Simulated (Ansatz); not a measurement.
Reaction (substitution at a C–C bond): `C#CC(=C)SC` + `[NH2][SnH3]` → `C#C[NH][SnH3]` + `C=CSC`

Isolated molecules relaxed with PBE0-D4/def2-TZVP in Ansatz; ΔE leaves out vibrations. CCSD(T)/CBS is the MP2 limit (def2-TZVPP, def2-QZVPP) plus CCSD(T) − MP2 in def2-TZVPP, frozen cores. DFT in def2-TZVPP. Elements past krypton have def2 core potentials. For Sn outer-core shells are correlated without core-valence functions, which leaves a few kJ/mol of doubt a bond. One conformer a species, not always the lowest.

```
           level  ΔE (kcal/mol)
          B97M-V            8.2
      r2SCAN0-D4            6.5
    CAM-B3LYP-D4            5.8
CCSD(T)/def2-SVP            6.9
```

(1) What does CCSD(T)/CBS give? (Best estimate.)

Largest T1 diagnostic among the species: 0.014.

Results:

(1) The calculation gave: +8.8 kcal/mol. The listed levels differ from it by -0.6, -2.3, -3.0, -1.9 kcal/mol.

In def2-TZVPP, CCSD(T) changes the Hartree–Fock value by +4.9 kcal/mol (the triples alone add +1.0 kcal/mol) and MP2 by +6.3 kcal/mol. From BLYP to BHLYP (50 % exact exchange), in def2-TZVPP and without D4, ΔE moves by −0.9 kcal/mol. At CCSD(T), def2-SVP lies −1.9 kcal/mol from the extrapolated value and def2-TZVPP −0.0 kcal/mol.
